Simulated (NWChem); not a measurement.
System: CH$_{3}$N$_{2}$S, doublet; SMILES [NH]C(=S)N

```xyz
7

N      1.2733    -0.9109    -0.0421
C      0.0699    -0.4174     0.0450
N     -1.0124    -1.2228     0.0247
S     -0.0905     1.2954    -0.0063
H      1.9766    -0.2417     0.2768
H     -0.8580    -2.2127    -0.1234
H     -1.9160    -0.8316    -0.2002
```
Atoms are numbered in this order, from 1.

Program: NWChem. Spin-unrestricted. Medium grid unless said otherwise, to which SCAN and Minnesota functionals are sensitive. Geometry: optimised at PBE0/def2-SVP, spin-unrestricted. No stability test was run on the SCF state. Total energies of different functionals are on different scales.

```
level                                  energy (Ha)  highest occupied level (eV)  lowest empty minus highest occupied level, either spin (eV)  dipole (D)   <S²>
-------------------------------------  -----------  ---------------------------  -----------------------------------------------------------  ----------  -----
B3LYP/def2-TZVP                          -547.6580                        -6.72                                                         2.34        2.10  0.764
PBE/def2-TZVP                            -547.2994                        -5.69                                                         0.68        2.18  0.755
SCAN/def2-TZVP                           -547.6110                        -5.96                                                         1.21        2.18  0.768
M06-L/def2-TZVP                          -547.6080                        -5.79                                                         0.92        2.22  0.761
LDA (Slater exchange, PW92)/def2-TZVP    -545.0284                        -5.82                                                         0.45        2.19  0.753
B97-2/def2-TZVP                          -547.6108                        -6.67                                                         2.40        2.13  0.764
```
